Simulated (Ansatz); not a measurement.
Cost and result for the atomization energy of C₂H₇NOSi (`CNC(=O)[SiH3]`) (12 atoms, 11 bonds).

```xyz
12

C     0.710   -0.591   -1.847
N     0.567   -0.246   -0.454
C    -0.603    0.174    0.085
O    -1.634    0.296   -0.555
Si   -0.636    0.596    1.956
H     1.017   -1.633   -1.966
H    -0.261   -0.452   -2.320
H     1.441    0.053   -2.341
H     1.366   -0.316    0.152
H     0.701    0.392    2.585
H    -1.630   -0.288    2.608
H    -1.038    2.016    2.098
```

The species carries charge 0 and has multiplicity 1. All single points use the PBE0-D4/def2-TZVP geometry. Program: Ansatz. All runs use 4 threads of an Arm Neoverse V1 on a shared host. Times are those of one run each, without the atoms' runs, and a repeat can differ threefold. Electronic energies, without spin–orbit coupling; frozen cores. CCSD(T)/CBS adds CCSD(T) − MP2 in def2-TZVPP to the MP2 limit, and its time is that of the two runs behind it. T1 = 0.016.

CCSD(T)/CBS is a level of theory with its own doubt, some kJ/mol a heavy atom from the limit and from the frozen cores, so smaller differences don't rank the functionals.

```json
{"level": "revPBE-D4/def2-TZVPP", "functions": "264", "wall time": "2.3 s"}
{"level": "BLYP-D4/def2-TZVPP", "functions": "264", "wall time": "2.4 s"}
{"level": "PBE-D4/def2-TZVPP (with forces)", "functions": "264", "wall time": "2.7 s"}
{"level": "PBE0-D4/def2-TZVPP", "functions": "264", "wall time": "3.3 s"}
{"level": "CAM-B3LYP-D4/def2-TZVPP", "functions": "264", "wall time": "3.8 s"}
{"level": "r2SCAN-D4/def2-TZVPP (with forces)", "functions": "264", "wall time": "5.5 s"}
{"level": "r2SCANh-D4/def2-TZVPP", "functions": "264", "wall time": "6 s"}
{"level": "B2PLYP/def2-TZVPP", "functions": "264", "wall time": "6.5 s"}
{"level": "CCSD(T)/def2-SVP", "functions": "109", "wall time": "6.5 s"}
{"level": "ωB97M-V/def2-TZVPP (with forces)", "functions": "264", "wall time": "13 s"}
{"level": "MP2/def2-QZVPP", "functions": "508", "wall time": "28 s"}
{"level": "CCSD(T)/def2-TZVPP", "functions": "264", "wall time": "3.5 min"}
{"level": "CCSD(T)/CBS(def2)", "functions": "–", "wall time": "4 min"}
```

(1) What atomization energy does each give, and how far from CCSD(T)/CBS? (Best estimate.)

## Answers

(1) Ansatz gave: 
```json
{"level": "revPBE-D4/def2-TZVPP", "atomization (kcal/mol)": "1065.0", "difference from CCSD(T)/CBS": "1.9", "per bond": "0.2"}
{"level": "BLYP-D4/def2-TZVPP", "atomization (kcal/mol)": "1071.4", "difference from CCSD(T)/CBS": "8.3", "per bond": "0.8"}
{"level": "PBE-D4/def2-TZVPP (with forces)", "atomization (kcal/mol)": "1091.3", "difference from CCSD(T)/CBS": "28.2", "per bond": "2.6"}
{"level": "PBE0-D4/def2-TZVPP", "atomization (kcal/mol)": "1066.4", "difference from CCSD(T)/CBS": "3.3", "per bond": "0.3"}
{"level": "CAM-B3LYP-D4/def2-TZVPP", "atomization (kcal/mol)": "1072.3", "difference from CCSD(T)/CBS": "9.2", "per bond": "0.8"}
{"level": "r2SCAN-D4/def2-TZVPP (with forces)", "atomization (kcal/mol)": "1066.5", "difference from CCSD(T)/CBS": "3.4", "per bond": "0.3"}
{"level": "r2SCANh-D4/def2-TZVPP", "atomization (kcal/mol)": "1058.2", "difference from CCSD(T)/CBS": "-4.9", "per bond": "-0.4"}
{"level": "B2PLYP/def2-TZVPP", "atomization (kcal/mol)": "1054.8", "difference from CCSD(T)/CBS": "-8.3", "per bond": "-0.7"}
{"level": "CCSD(T)/def2-SVP", "atomization (kcal/mol)": "1004.6", "difference from CCSD(T)/CBS": "-58.5", "per bond": "-5.3"}
{"level": "ωB97M-V/def2-TZVPP (with forces)", "atomization (kcal/mol)": "1068.2", "difference from CCSD(T)/CBS": "5.1", "per bond": "0.5"}
{"level": "MP2/def2-QZVPP", "atomization (kcal/mol)": "1066.3", "difference from CCSD(T)/CBS": "3.2", "per bond": "0.3"}
{"level": "CCSD(T)/def2-TZVPP", "atomization (kcal/mol)": "1033.3", "difference from CCSD(T)/CBS": "-29.8", "per bond": "-2.7"}
{"level": "CCSD(T)/CBS(def2)", "atomization (kcal/mol)": "1063.1", "difference from CCSD(T)/CBS": "0.0", "per bond": "0.0"}
```

At CCSD(T), def2-SVP lies −58.5 kcal/mol from the extrapolated value and def2-TZVPP −29.8 kcal/mol: correlation converges slowly with the basis, and small sets miss more of it in the bonded molecule than in its fragments. In def2-TZVPP, CCSD(T) changes the Hartree–Fock value by +281.9 kcal/mol (the triples alone add +17.5 kcal/mol) and MP2 by +297.2 kcal/mol; breaking electron pairs costs correlation energy, which Hartree–Fock lacks. From PBE to PBE0 (25 % exact exchange), in def2-TZVPP and without D4, the atomization energy moves by −24.1 kcal/mol: exact exchange takes away binding that semilocal exchange gives to molecules.
